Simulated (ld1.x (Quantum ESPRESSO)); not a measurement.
**Configuration tests for Ge (TM)**

| Item | Value |
| --- | --- |
| Element | germanium |
| Generator | ld1.x (Quantum ESPRESSO) 7.5 |
| Type | norm-conserving Troullier–Martins (Kleinman–Bylander form) |
| Functional | LDA (PZ) |
| Relativity | fully relativistic |
| Frozen core | [Ar] 3d10 |
| Valence charge | 4 |
| Reference configuration | 4s2 4p2 |
| Partial waves | 4p (bound): rc 2.00 bohr; 4s (bound): rc 1.40 bohr |
| Local potential | the s channel |
| Core correction | none |

Open shells are filled in proportion to 2j + 1 (rel_dist='average').

Energies are relative to the spin-unpolarised reference configuration 4s2 4p2; without spin polarisation the order of configurations can differ from experiment.

| valence configuration | charge | ΔE all-electron (eV) | error AE − PS (meV) |
| --- | --- | --- | --- |
| 4s2 4p1 | +1 | 7.639 | +4.6 |
| 4s2 4p0 | +2 | 23.358 | +43 |
| 4s1 4p0 | +3 | 58.576 | +274 |
| 4s1 4p3 | 0 | 8.040 | +9.9 |
| 4s2 4p2.3 | -0.3 | -0.928 | +0.2 |
| 4s2 4p1.5 | +0.5 | 2.890 | +0.8 |
| 4s1 4p2 | +1 | 16.412 | +17 |

Levels in the configuration 4s1 4p2:

```tsv
level	all-electron (eV)	pseudo (eV)
4s j=1/2	-21.126	-21.080
4p j=1/2	-12.427	-12.405
4p j=3/2	-12.159	-12.141
```

Note: ghost state, extra bound levels that the all-electron valence spectrum of the same l lacks: p1/2 at -1571.6 eV. A true bound ghost makes a file unfit for plane-wave use.
